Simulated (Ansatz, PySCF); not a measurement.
Dimer: HBr (SMILES Br) (first 2 atoms) with Si2H6 (SMILES [SiH3][SiH3]); geometry from B3LYP-D3(BJ)/def2-TZVP.
(charge 0, multiplicity 1):
```xyz
10

Br    -0.49930     0.26645    -0.20399
H      0.26136    -0.57132     0.66736
Si     0.77350    -1.00939     3.72370
Si    -0.75512     0.76689     3.82268
H      2.06809    -0.62673     4.33648
H      1.04301    -1.40129     2.31335
H      0.24235    -2.20248     4.42541
H     -0.98765     1.11710     5.24543
H     -2.04251     0.37153     3.20695
H     -0.21329     1.95068     3.11714
```

Basis-set superposition error: the interaction energy with monomers in their own basis, and in the dimer's basis (counterpoise).

Programs: Ansatz (a program for electronic structure); PySCF for 6-31G* rows. Values without a source in brackets are computed.

| level | uncorrected (kcal/mol) | counterpoise (kcal/mol) | difference |
|---|---|---|---|
| SVWN5/def2-TZVPPD | -3.49 | -3.34 | 0.15 |
| BLYP/def2-TZVPPD | 0.85 | 0.98 | 0.13 |
| r2SCAN/def2-TZVPPD | -1.05 | -0.93 | 0.12 |
| B97M-V/def2-TZVPPD | -1.68 | -1.51 | 0.17 |
| B3LYP/def2-TZVPPD | 0.39 | 0.51 | 0.12 |
| CAM-B3LYP/def2-TZVPPD | -0.19 | -0.07 | 0.12 |
| MP2/6-31G* | -0.57 | 0.47 | 1.03 |
| MP2/def2-QZVPPD | -1.67 | -1.51 | 0.16 |
| CCSD/def2-SVPD | -1.65 | -0.31 | 1.34 |
| CCSD(T)/def2-SVPD | -2.07 | -0.63 | 1.44 |

The error is largest for CCSD(T)/def2-SVPD (1.44 kcal/mol) and smallest for r2SCAN/def2-TZVPPD (0.12 kcal/mol).
